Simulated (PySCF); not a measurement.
## Working out the ionisation energy of Ti⁺

Ti⁺ [Ar] 3d2 4s1 (4F) → Ti²⁺ [Ar] 3d2 (3F). All numbers are calculated (PySCF 2.14, no relativity, point nucleus, in def2-TZVPPD). Frozen: [Ar]. Energies in hartree (1 hartree = 27.21139 eV):

```
            part  Ti⁺ (lower)  Ti²⁺ (upper)
             UHF  -848.194103   -847.721782
CCSD correlation    -0.013657     -0.005503
             (T)    -0.000082      0.000000
```

Task: What does Hartree-Fock give?

Result: (-847.721782) − (-848.194103) = 0.472321 hartree = 12.853 eV.

Task: What do CCSD and CCSD(T) give?

Result: The CCSD correlation energies differ by 0.008154 hartree = 0.222 eV and the triples by 0.000082 hartree = 0.002 eV, so CCSD gives 13.075 eV and CCSD(T) 13.077 eV.

A first-order spin-orbit estimate adds -0.002 eV to CCSD(T) (valence), giving 13.075 eV against 13.575 eV (measured; NIST Atomic Spectra Database, ionization energies).

The calculation is non-relativistic.

What remains against the reference includes basis incompleteness, the frozen core and higher excitations.
